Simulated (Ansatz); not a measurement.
Consider the formal exchange of groups at the Si–N bond: `N[SiH](N)N[SiH3]` + `C=N` → `N=C[SiH](N)N` + `N[SiH3]`.

Computed with Ansatz on PBE0-D4/def2-TZVP structures; ΔE is electronic, products minus reactants. CCSD(T)/CBS adds triple-zeta CCSD(T) − MP2 to the extrapolated MP2 energy (def2 sets, frozen cores). This one scheme is used for every species. DFT in def2-TZVPP. Each species was taken in one conformer, which may not be the lowest.

Q: Is it downhill or uphill in electronic energy at CCSD(T)/CBS, and by how much? (An estimate is asked.)

A: Ansatz gave: Uphill: ΔE = +0.86 eV.

Q: What do these levels give: B2PLYP, HF/def2-TZVPP, SCS-MP2/def2-TZVPP, CCSD/def2-TZVPP, HF/CBS(def2), CCSD/CBS(def2)? (An estimate is asked.)

A: Ansatz gave: B2PLYP 0.84, HF/def2-TZVPP 0.91, SCS-MP2/def2-TZVPP 0.90, CCSD/def2-TZVPP 0.89, HF/CBS(def2) 0.91, CCSD/CBS(def2) 0.86 eV.

Largest T1 diagnostic among the species: 0.012.

From PBE to PBE0 (25 % exact exchange), in def2-TZVPP and without D4, ΔE moves by +0.05 eV. The D4 term adds +0.06 eV with B3LYP and +0.03 eV with PBE0; it sums over pairs of atoms, weighted by their polarisabilities, and B3LYP, whose exchange is more repulsive, gets the larger term.

B3LYP here is the variant with VWN-RPA as its local correlation; programs differ in this.
